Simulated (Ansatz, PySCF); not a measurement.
Gas-phase reaction in SMILES: [AsH3] (AsH3) → [AsH3] (AsH3) as doublet, charge +1 + e-

Wanted: adiabatic ionisation energy (0 K, with zero-point energies), in eV. Set-up: six Cartesian d functions in 6-31G* and its kin unless marked 5d; dispersion terms only where a functional's name holds one; non-relativistic; open shells spin-unrestricted; spin-orbit terms left out. Ab initio and DFT rows: single points at B3LYP-D3(BJ) geometries (Ansatz, a first-principles code), with unscaled harmonic terms from B3LYP/6-31G* (LANL2DZ past Ar) (Ansatz) at its own minima. The spin state of an ion or metal species was assumed, not searched.

```json
[
 {"species": "[AsH3] (AsH3)", "coefficient": "-1", "E at B3LYP/6-31G* (Ansatz), Eh": "-2237.41903", "E at M06-2X/def2-TZVPD (PySCF), Eh": "-2237.66132", "zero-point energy, kcal/mol": "13.52"},
 {"species": "[AsH3] (AsH3) as doublet, charge +1", "coefficient": "+1", "E at B3LYP/6-31G* (Ansatz), Eh": "-2237.05976", "E at M06-2X/def2-TZVPD (PySCF), Eh": "-2237.31331", "zero-point energy, kcal/mol": "13.44"}
]
```

 1 Eh = 27.2114 eV and 1 eV = 23.0605 kcal/mol.

Task: Work the quantity out at each level.

Result: 
- B3LYP/6-31G*: the sum of coefficient times E is 0.35927 Eh, or 9.776 eV; the thermal terms add -0.003. Result: 9.77 eV.
- M06-2X/def2-TZVPD: the sum of coefficient times E is 0.34801 Eh, or 9.470 eV; the thermal terms add -0.003. Result: 9.47 eV.
